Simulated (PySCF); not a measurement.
**A ladder of Hamiltonians for Sc³⁺ (scandium, charge +3)**

Occupied: 1s1/2, 2s1/2, 2p1/2, 2p3/2, 3s1/2, 3p1/2, 3p3/2. Hartree-Fock calculated with PySCF 2.14 in an even-tempered Gaussian basis (20 s from 0.036 bohr⁻², ratio 2.7; 14 p from 0.043 bohr⁻², ratio 2.7), Gaussian nucleus throughout. NR is non-relativistic, sf-X2C the spin-free one-electron X2C Hamiltonian, X2C adds the bare one-electron spin-orbit term, X2C-SNSO screens it by Boettger's factors, DC is four-component Dirac-Coulomb, and the Gaunt and Breit terms are added at first order (total energies over the DC spinors, levels after relaxing the spinors in that mean field). QED terms are absent. Levels marked empty are virtual spinors of this ion; the basis has s and p functions only, so 3d, which can lie below the n = 4 levels, is absent.

| level (eV) | NR | sf-X2C | X2C | X2C-SNSO |
| --- | --- | --- | --- | --- |
| 1s1/2 | -4546.9 | -4572.1 | -4572.0 | -4572.0 |
| 2s1/2 | -552.35 | -557.25 | -557.24 | -557.25 |
| 2p1/2 | -459.51 | -459.93 | -463.51 | -463.16 |
| 2p3/2 | -459.51 | -459.93 | -458.16 | -458.33 |
| 3s1/2 | -101.07 | -101.76 | -101.75 | -101.75 |
| 3p1/2 | -73.609 | -73.639 | -74.076 | -74.034 |
| 3p3/2 | -73.609 | -73.639 | -73.423 | -73.444 |
| 4s1/2 (empty) | -20.812 | -20.896 | -20.896 | -20.896 |
| 4p1/2 (empty) | -16.520 | -16.529 | -16.571 | -16.567 |
| 4p3/2 (empty) | -16.520 | -16.529 | -16.509 | -16.511 |

Problem. Where do the four-component calculations put these levels?

Solution. 1s1/2: DC -4573.7, DC+Gaunt -4569.8, DC+Breit -4570.0; 2s1/2: DC -557.37, DC+Gaunt -557.17, DC+Breit -557.17; 2p1/2: DC -463.16, DC+Gaunt -462.75, DC+Breit -462.79; 2p3/2: DC -458.41, DC+Gaunt -458.15, DC+Breit -458.19; 3s1/2: DC -101.77, DC+Gaunt -101.75, DC+Breit -101.75; 3p1/2: DC -74.028, DC+Gaunt -73.992, DC+Breit -73.996; 3p3/2: DC -73.450, DC+Gaunt -73.433, DC+Breit -73.437; 4s1/2 (empty): DC -20.897, DC+Gaunt -20.895, DC+Breit -20.895; 4p1/2 (empty): DC -16.567, DC+Gaunt -16.563, DC+Breit -16.563; 4p3/2 (empty): DC -16.511, DC+Gaunt -16.509, DC+Breit -16.510 (eV).

```
Hamiltonian  E (hartree)  E − E(DC) (hartree)  CPU seconds
         NR    -758.1966               3.6461         0.59
     sf-X2C    -761.7533               0.0894         0.33
        X2C    -761.7594               0.0833          0.5
   X2C-SNSO    -761.7583               0.0844          0.5
         DC    -761.8427               0.0000           17
   DC+Gaunt    -761.5963               0.2464           32
   DC+Breit    -761.6165               0.2261          100
```

Weight of the small component: 1s1/2 0.00565, 2s1/2 0.000980, 2p1/2 0.000947, 2p3/2 0.000938, 3s1/2 0.000193, 3p1/2 0.000166, 3p3/2 0.000165, 4s1/2 3.02e-05, 4p1/2 2.31e-05, 4p3/2 2.30e-05.

Koopmans' value for the highest occupied level at DC+Breit: 73.437 eV, against an ionisation energy of 73.489 eV (measured; NIST Atomic Spectra Database, ionization energies); the former lacks relaxation, correlation, QED and recoil.

The whole ladder took 160 s of wall time on 1 thread of Neoverse-N1 (shared host), launched as `OMP_NUM_THREADS=1 python relrun2.py TASK.json OUT` (a driver that calls PySCF for each Hamiltonian).
